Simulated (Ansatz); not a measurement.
Conformers of `[SH][Sn][SH]`, each relaxed with PBE0-D4/def2-TZVP in Ansatz. CBS adds the triple-zeta coupled-cluster correction to the MP2 limit.

Elements past krypton have def2 core potentials. Outer-core shells of Sn are correlated without core-valence functions. Spin–orbit coupling is left out.

Not all of them had a frequency check.

Conformer A:

Z-matrix (Å, degrees):
```
S
Sn 1 2.439
H 1 1.342 2 97.8
S 2 2.439 1 100.1 3 -0.1
H 4 1.342 2 97.8 1 -0.0
```

Conformer B:

Cartesian coordinates in Å:
```
S -1.096 0.965 -0.030
Sn -0.073 -0.996 0.980
S 1.841 -1.005 -0.520
H -2.150 0.962 0.804
H 1.478 0.074 -1.234
```

Which is lowest in electronic energy at CCSD(T)/CBS (frozen core, def2 sets), and by how much? (An estimate is asked.)

The calculation gave: B; A lies 7.0 kJ/mol higher.

Give the energies relative to B (kJ/mol) with r2SCAN-D4/def2-TZVPP, B3LYP-D4/def2-TZVPP, ωB97M-V/def2-TZVPP, CCSD/def2-TZVPP, MP2/def2-QZVPP, SCS-MP2/def2-QZVPP, MP2/CBS(def2). (Estimate.)

Computed: 
```tsv
level	A
r2SCAN-D4/def2-TZVPP	7.2
B3LYP-D4/def2-TZVPP	5.7
ωB97M-V/def2-TZVPP	6.5
CCSD/def2-TZVPP	6.5
MP2/def2-QZVPP	7.6
SCS-MP2/def2-QZVPP	7.1
MP2/CBS(def2)	7.8
```

B3LYP here is the variant with VWN-RPA as its local correlation; programs differ in this.
